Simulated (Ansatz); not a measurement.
AsH4NO (`N[AsH]O`), relaxed with RKS PBE0-D4/def2-TZVP in Ansatz from a PBE-D4/def2-SVP geometry. The force threshold is 0.005 eV/Å; the program also tests the step.

Total charge 0; spin multiplicity 1.

Start:

```xyz
7

N     0.862    0.938    0.273
As    0.331   -0.517   -0.746
O    -1.234   -1.109    0.031
H     1.386    0.659    1.111
H     0.111    1.582    0.549
H    -0.452    0.376   -1.726
H    -1.004   -1.929    0.508
```

| step | energy (eV) | largest force (eV/Å) | largest move (Å) |
| --- | --- | --- | --- |
| 1 | -64434.1447 | 0.716 | 0.000 |
| 2 | -64434.1809 | 0.386 | 0.044 |
| 3 | -64434.1879 | 0.053 | 0.017 |
| 4 (rejected) | -64434.1866 | 0.150 | 0.036 |
| 5 | -64434.1889 | 0.033 | 0.018 |
| 6 | -64434.1889 | 0.024 | 0.004 |
| 7 | -64434.1890 | 0.003 | 0.002 |

End:

```xyz
7

N     0.840    0.923    0.281
As    0.332   -0.508   -0.735
O    -1.195   -1.078    0.052
H     1.395    0.671    1.086
H     0.099    1.555    0.553
H    -0.445    0.358   -1.718
H    -1.027   -1.921    0.481
```

Run time 21 s (2 threads of an Arm Neoverse V1 on a shared host); peak host memory 0.25 GiB.
